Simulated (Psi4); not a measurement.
Cl$_{2}$OTa (SMILES [O]=[Ta+]([Cl])[Cl]), charge +1, singlet, geometry from GFN2-xTB (such geometries of metal compounds can be far from the true shape) (the multiplicity is a formal guess) (core potentials on Ta).

The Psi4 input:
```
memory 2 GB

molecule {
1 1
  Ta   -0.29651903   -0.03613726    0.26453200
  O    -1.08687266   -1.27977633   -0.62214267
  Cl   -0.01186980    1.56089322   -1.27367303
  Cl    1.79662687   -0.80346789    0.43051453
}

set basis def2-svp

energy('pbe0')
print_variables()
```

### Question
What does this run give for the nuclear repulsion energy, number of basis functions, total energy?

### Answer

```
Item                               Value
-------------------------  -------------
nuclear repulsion energy     227.5504 Eh
number of basis functions             82
total energy               -1051.7418 Eh
```
